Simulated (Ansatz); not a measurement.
Consider the ligand exchange at the Si–C bond: `[SiH3][CH2][GaH][Cl]` + `[CH3][Al]([OH])[SiH3]` → `[CH3][Al]([SiH3])[O][SiH3]` + `[CH3][GaH][Cl]`.

Gas-phase electronic energies from Ansatz, PBE0-D4/def2-TZVP geometries. CCSD(T)/CBS adds triple-zeta CCSD(T) − MP2 to the extrapolated MP2 energy (def2 sets, frozen cores). DFT in def2-TZVPP. B3LYP here is the variant with VWN-RPA as its local correlation; programs differ in this. For Ga outer-core shells are correlated without core-valence functions, which leaves a few kJ/mol of doubt a bond. Scalar relativity is left out up to krypton. One conformer a species, not always the lowest.

| level | ΔE (kJ/mol) | difference from CCSD(T)/CBS |
| --- | --- | --- |
| BLYP-D4 | -101.0 | -1.5 |
| B3LYP-D4 | -105.2 | -5.7 |
| r2SCAN0-D4 | -102.2 | -2.7 |
| CAM-B3LYP-D4 | -109.2 | -9.7 |
| B2PLYP | -106.9 | -7.4 |
| revPBE | -89.9 | 9.6 |
| BLYP | -104.8 | -5.3 |
| r2SCAN | -99.9 | -0.4 |
| MP2/def2-TZVPP | -100.7 | -1.2 |
| CCSD/CBS(def2) | -103.3 | -3.8 |
| CCSD(T)/CBS | -99.5 | 0 |

Largest T1 diagnostic among the species: 0.013.

In def2-TZVPP, CCSD(T) changes the Hartree–Fock value by +26.3 kJ/mol (the triples alone add +3.8 kJ/mol) and MP2 by +26.2 kJ/mol. Leaving LDA and LC-ωPBE aside and taking each functional with its dispersion term where it has one, the values, not all of them listed here, spread over 26.3 kJ/mol, from BHLYP-D4 to revPBE-D4.
